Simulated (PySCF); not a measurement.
CH8FNSi2, SMILES NC[SiH2][SiH2]F.

Geometry optimised at PBE0-D3(BJ)/def2-SVP. The structure was generated by enumeration, and PubChem lists no compound with its InChIKey, so it may never have been made. One conformer was computed; it need not be the lowest.

Method: M06-2X/def2-TZVP (PySCF).

The molecule is in vacuum.

Computed frontier levels, gap, dipole moment and polarisability:
| Item | Value |
|---|---|
| highest occupied level | -7.93 eV |
| lowest empty level | 0.16 eV |
| orbital gap | 8.09 eV |
| dipole moment | 0.392 e·Å |
| quadrupole, principal values (traceless, Buckingham form, about the centre of nuclear charge) | -6.12, -0.25, 6.37 D·Å |
| mean static polarisability | 76.7 bohr³ (11.37 Å³) |
| polarisability, principal values | 64.1, 69.6, 96.4 bohr³ |
